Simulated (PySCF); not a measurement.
# Ga (gallium, neutral) across methods

[Ar] 3d10 4s1 4p1 4d1, one real determinant (an excited configuration). All numbers are calculated (PySCF 2.14, the spin-free X2C one-electron Hamiltonian (Gaussian nucleus), in x2c-TZVPPall with one added diffuse shell each of s, p, d type (7s6p5d1f, 57 functions)).

| method | E (hartree) | mean ε 4s α (eV) | mean ε 4p α (eV) | mean ε 4d α (eV) | Σ⟨r²⟩ (bohr²) | ⟨S²⟩ |
| --- | --- | --- | --- | --- | --- | --- |
| PW91 | -1943.618 | -13.390 | -6.120 | -0.425 | 66.00 | 3.751 |
| LDA | -1940.281 | -13.532 | -6.099 | -0.315 | 65.21 | 3.751 |
| UHF | -1941.83833 | -17.477 | -9.676 | -1.170 | 67.64 | 3.751 |
| PBE | -1943.169 | -13.307 | -6.079 | -0.420 | 66.28 | 3.751 |
| r2SCAN | -1943.417 | -13.689 | -6.414 | -0.305 | 66.16 | 3.752 |
| PBE0 | -1943.189 | -14.494 | -7.074 | -0.669 | 66.47 | 3.751 |
| B97-3 | -1943.258 | -14.370 | -6.986 | -0.687 | 67.05 | 3.751 |
| r2SCAN0 | -1943.380 | -14.783 | -7.302 | -0.552 | 66.18 | 3.752 |

(1) Estimate the same row for wB97X.

⟨L²⟩ = 8.01 against 12 for a pure F term, so this real determinant mixes terms. The outer electron is Rydberg-like, and this basis confines it to a smaller radius and binds it less than a complete one would.

## Answers

(1) E (hartree) = -1943.469; mean ε 4s α (eV) = -16.807; mean ε 4p α (eV) = -9.076; mean ε 4d α (eV) = -1.367; Σ⟨r²⟩ (bohr²) = 67.23; ⟨S²⟩ = 3.751.
